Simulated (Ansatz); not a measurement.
Cost and result for the atomization energy of `C[SiH2][SiH]1C=N1` (12 atoms, 12 bonds).

```json
{"atom": "C1", "x (Å)": "-0.3423", "y (Å)": "-1.8194", "z (Å)": "1.0922"}
{"atom": "Si2", "x (Å)": "0.8146", "y (Å)": "-0.4557", "z (Å)": "0.5302"}
{"atom": "Si3", "x (Å)": "-0.0760", "y (Å)": "0.7776", "z (Å)": "-1.2282"}
{"atom": "C4", "x (Å)": "-0.2505", "y (Å)": "2.5626", "z (Å)": "-1.1518"}
{"atom": "N5", "x (Å)": "-1.3444", "y (Å)": "2.0204", "z (Å)": "-0.8170"}
{"atom": "H6", "x (Å)": "0.0954", "y (Å)": "-2.3732", "z (Å)": "1.9260"}
{"atom": "H7", "x (Å)": "-0.5374", "y (Å)": "-2.5236", "z (Å)": "0.2806"}
{"atom": "H8", "x (Å)": "-1.2970", "y (Å)": "-1.4024", "z (Å)": "1.4188"}
{"atom": "H9", "x (Å)": "2.1160", "y (Å)": "-1.0329", "z (Å)": "0.0898"}
{"atom": "H10", "x (Å)": "1.0792", "y (Å)": "0.5082", "z (Å)": "1.6331"}
{"atom": "H11", "x (Å)": "-0.2698", "y (Å)": "0.1194", "z (Å)": "-2.5448"}
{"atom": "H12", "x (Å)": "0.0121", "y (Å)": "3.6188", "z (Å)": "-1.2290"}
```

The species carries charge 0 and has multiplicity 1. All single points use the PBE0-D4/def2-TZVP geometry. It is one conformer, not always the lowest. Program: Ansatz. All runs use 4 threads of an Arm Neoverse V2 on a shared host. Times are those of one run each, without the atoms' runs, and a repeat can differ threefold. Electronic energies, without spin–orbit coupling; frozen cores. CCSD(T)/CBS adds CCSD(T) − MP2 in def2-TZVPP to the MP2 limit, and its time is that of the two runs behind it. T1 = 0.016. B3LYP takes the VWN-RPA correlation (the form of Gaussian; ORCA's B3LYP/G).

CCSD(T)/CBS is a level of theory with its own doubt, some kJ/mol a heavy atom from the limit and from the frozen cores, so smaller differences don't rank the functionals.

| level | functions | wall time | atomization (kcal/mol) | difference from CCSD(T)/CBS | per bond |
| --- | --- | --- | --- | --- | --- |
| PBE-D4/def2-TZVPP (with forces) | 275 | 2.4 s | 1036.4 | 20.4 | 1.7 |
| PBE0-D4/def2-TZVPP | 275 | 2.9 s | 1018.5 | 2.5 | 0.2 |
| r2SCAN-D4/def2-TZVPP (with forces) | 275 | 4.3 s | 1019.1 | 3.1 | 0.3 |
| B3LYP-D4/def2-TZVPP (with forces) | 275 | 4.5 s | 1018.2 | 2.2 | 0.2 |
| B2PLYP/def2-TZVPP | 275 | 5.5 s | 1005.1 | -10.9 | -0.9 |
| ωB97X-V/def2-TZVPP | 275 | 7.5 s | 1023.5 | 7.5 | 0.6 |
| ωB97M-V/def2-TZVPP (with forces) | 275 | 11 s | 1020.1 | 4.1 | 0.3 |
| MP2/def2-QZVPP | 521 | 22 s | 1014.4 | -1.6 | -0.1 |
| CCSD(T)/def2-TZVPP | 275 | 2.3 min | 987.2 | -28.8 | -2.4 |
| CCSD(T)/CBS(def2) | – | 2.7 min | 1016.0 | 0.0 | 0.0 |

From PBE to PBE0 (25 % exact exchange), in def2-TZVPP and without D4, the atomization energy moves by −17.0 kcal/mol: exact exchange takes away binding that semilocal exchange gives to molecules. In def2-TZVPP, CCSD(T) changes the Hartree–Fock value by +261.5 kcal/mol (the triples alone add +17.2 kcal/mol) and MP2 by +271.4 kcal/mol; breaking electron pairs costs correlation energy, which Hartree–Fock lacks. The D4 term adds +10.1 kcal/mol with B3LYP and +5.4 kcal/mol with PBE0; it sums over pairs of atoms, weighted by their polarisabilities, and B3LYP, whose exchange is more repulsive, gets the larger term.
